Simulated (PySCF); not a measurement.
**Si4H12N2O**

The system: Si4H12N2O, a molecule; neutral, singlet. The structure, one conformer, was relaxed in the gas phase by PBE0-D3(BJ)/def2-SVP. No frequency run checks that it is a minimum.

SMILES: O[Si]([SiH3])(N[SiH3])N[SiH3]

Coordinates in Å:
```
Si1     0.114    0.760    0.612
Si2    -1.857   -0.171    1.483
N3      1.514   -0.127    1.099
Si4     2.270   -1.384    0.159
N5      0.091    0.725   -1.124
Si6    -1.131    0.192   -2.246
O7      0.348    2.281    1.260
H8     -1.709   -0.193    2.973
H9     -3.084    0.626    1.159
H10    -2.063   -1.576    1.014
H11     1.934    0.111    1.992
H12     3.023   -0.865   -1.028
H13     1.259   -2.360   -0.348
H14     3.241   -2.093    1.046
H15     0.948    1.084   -1.546
H16    -0.654   -0.943   -3.095
H17    -2.305   -0.257   -1.443
H18    -1.564    1.293   -3.163
H19    -0.413    2.869    1.226
```

Shieldings: GIAO PBE0/pcSseg-1. Shifts are against computed references at the same level: H TMS (σ 31.27 ppm), Si TMS (σ 352.0 ppm). Core levels by delta-SCF with SCAN, pcX-2 on the ionised atom and pcseg-1 elsewhere, spin-free X2C (2p3/2 is the spin-free 2p value less a third of a first-order spin-orbit splitting); from the vacuum level, for chosen atoms.

(1) Give the shieldings and core levels atom by atom.

(2) Which of Si1, Si2 holds its core electrons tightest, and by how much against the loosest?

(3) By CAM-B3LYP/def2-SVPD (TDDFT singlets, Tamm-Dancoff triplets, ionisation by delta-SCF), where does absorption start, and what does vertical ionisation take?

Answers

(1) 
```
      atoms         bonded to  σ (ppm)  δ (ppm)  core level (eV)
        Si1  2 N + 1 O + 1 Si    366.7    -14.7     2p3/2 107.15
        Si2        1 Si + 3 H    469.1   -117.1     2p3/2 106.27
         N3        2 Si + 1 H    241.2        -        1s 403.98
        Si4         1 N + 3 H    410.5    -58.5                -
         N5        2 Si + 1 H    224.8        -        1s 404.17
        Si6         1 N + 3 H    407.9    -55.9                -
         O7        1 Si + 1 H    245.7        -        1s 538.24
  H8 H9 H10              1 Si    27.92     3.35                -
        H11               1 N    30.90     0.37                -
H12 H13 H14              1 Si    26.69     4.58                -
        H15               1 N    30.62     0.65                -
H16 H17 H18              1 Si    26.60     4.67                -
        H19               1 O    29.73     1.54                -
```

Values are those of this one static structure, with the three H of a rotating XH3 group averaged; atoms that internal rotation interchanges would show their mean in an NMR spectrum.

(2) Si1 (bonded to 2 N + 1 O + 1 Si), by 0.88 eV over Si2 (bonded to 1 Si + 3 H).

(3) The lowest singlet lies at 6.47 eV (f 0.035), the strongest of the first 6 at 6.69 eV (f 0.046), the lowest triplet at 5.99 eV; vertical ionisation takes 9.19 eV.
